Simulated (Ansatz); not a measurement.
System: BNH, charge 0, doublet. BNH (SMILES B=[N], doublet).
B3LYP-D3(BJ)/def2-TZVP minimum from Ansatz (a quantum-chemistry and plane-wave program):
```
B
N 1 1.3055
H 1 1.1689 2 180.00
```
Charge 0, spin multiplicity 2.

Total energies in aug-cc-pVTZ, 9 correlated electrons, 2 frozen orbitals. Radicals and triplets start from unrestricted determinants; spin-orbit coupling is neglected. Cores are frozen in correlated methods. No relativity. The UHF reference of HBN (B=[N], doublet) is spin-contaminated (<S^2> up to 0.03 over the pure value in the sets run).

```csv
method,program,energy (Eh),minus CCSDT(Q) (mEh)
HF,Ansatz,-79.66137,286.55
MP2,Ansatz,-79.91311,34.80
CCSD,Ansatz,-79.93413,13.79
CCSD(T),Ansatz,-79.94619,1.72
CCSDT(Q),Ansatz,-79.94791,0.00
```

Rough core times of Ansatz's runs on a shared machine: CCSD(T) under 20 s, CCSDT(Q) 10 min.
